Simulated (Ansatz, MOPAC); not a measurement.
Potential energy curve for GeLi (anion, charge -1), lowest triplet found (which spin is the ground state isn't settled by this scan).

Levels: PM7, unrestricted, heats of formation (MOPAC); ROHF/aug-cc-pVDZ (Ansatz, a program for electronic structure); ROCCSD = Ansatz with CCSD on ROHF/aug-cc-pVDZ, cores with 3d frozen; UKS-PBE0 = unrestricted PBE0/aug-cc-pVDZ (Ansatz); ROCCSDT = Ansatz with CCSDT on ROHF/aug-cc-pVDZ, cores with 3d frozen.

Energies are in kJ/mol, each relative to the lowest point of its own curve between 2.17 and 3.15 Å, where full CI is lowest.

```
R / Å   PM7   ROHF  ROCCSD  UKS-PBE0  ROCCSDT
-----  ----  -----  ------  --------  -------
1.78   90.5  209.0   244.9     200.7    246.5
1.95   27.2  116.9   116.7     100.8    116.7
2.04   11.5   78.5    80.2      66.8     79.5
2.17    0.9   40.8    43.6      33.7     42.6
2.26    0.0   23.9    26.7      19.0     25.6
2.34    2.3   13.6    16.0      10.2     15.0
2.41    5.9    7.5     9.4       5.1      8.6
2.51   12.8    2.3     3.4       1.0      2.9
2.57   17.5    0.7     1.4       0.0      1.0
2.67   25.6    0.0     0.0       0.1      0.0
2.80   35.9    1.5     1.0       2.7      1.5
2.97   47.9    6.0     5.4       8.6      6.5
3.15   58.0   12.2    12.2      16.5     13.9
3.37      —   20.4    21.8      27.0     24.3
3.64      —   30.2    33.9      39.6     37.3
3.96      —   40.7    47.3      53.2     51.7
4.40      —   52.6    62.8      68.7     68.4
4.90      —   62.8    76.1      82.1     83.0
5.47      —   71.0    86.5      92.8     94.5
6.18      —   77.7    94.4     100.9        —
7.24      —      —       —     106.3        —
8.43      —      —       —     107.4        —
```

Dashes: no converged value, or the column stops at the first point that the program doubted or that broke a chosen test of continuity, which isn't proof of a fault.

Where the anion isn't bound against loss of the electron, the finite basis alone holds it. The T1 diagnostic of CCSD on the restricted reference of ROCCSD, ROCCSDT exceeds 0.045 at 1.78 to 6.18 Å. The unrestricted determinant behind UKS-PBE0 is spin-contaminated at 1.78 to 8.43 Å (<S²> up to 2.8, against 2.00 for a pure triplet).
